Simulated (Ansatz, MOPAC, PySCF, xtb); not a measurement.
Donor–acceptor adduct: AlH3 (SMILES [AlH3]) (first 4 atoms) with CH4O (SMILES CO); geometry from B3LYP-D3(BJ)/def2-TZVP, rigid monomers moved along the line of their centres of mass till Al1···O6 is 1.80 Å.
(charge 0, multiplicity 1):
```
atom    x (Å)    y (Å)    z (Å)
----  -------  -------  -------
Al    -0.9340  -0.2095   0.6632
H     -1.0040  -1.7970   0.7383
H     -0.1999   0.4980  -0.5624
H     -2.1270   0.5924   1.3606
C      0.1718  -0.1451   3.2370
O      0.4048   0.1026   1.8315
H      1.1183  -0.1041   3.7729
H     -0.2454  -1.1463   3.2983
H     -0.5389   0.5775   3.6364
H      0.8464   0.9496   1.6954
```

Counterpoise-corrected where a basis set is named; no monomer relaxation. Rows marked so take none.

Frozen-core correlation. Rows in 6-31G* carry no dispersion term and start afresh at each structure (6-31G* with six Cartesian d functions). MP2/6-31G* freezes PySCF's default core. The state that AM1, PM3, PM6 reach isn't checked.

Programs: Ansatz (Gaussian basis) for Hartree–Fock, density functionals and correlated methods; MOPAC for AM1, PM3, PM6 (differences of heats of formation); PySCF for 6-31G* rows, the dispersion terms; xtb for the GFN methods. Values without a source in brackets are computed.

| level | interaction energy (kcal/mol) |
|---|---|
| AM1 | -17.48 |
| PM3 | -34.94 |
| PM6 | -6.32 |
| GFN2-xTB | -34.85 |
| BP86/6-31G* (no counterpoise) | -22.19 |
| PBE0-D3(BJ)/def2-TZVPPD | -23.89 |
| M06-2X/6-31G* (no counterpoise) | [?] |
| MP2/6-31G* (no counterpoise) | [?] |
| SCS-MP2/aug-cc-pV(D+d)Z | -17.73 |

**Question.** What belongs in the gaps?

**Answer.** 
- M06-2X/6-31G* (no counterpoise), interaction energy (kcal/mol): -28.74
- MP2/6-31G* (no counterpoise), interaction energy (kcal/mol): -24.86

Ansatz is a program for electronic structure.
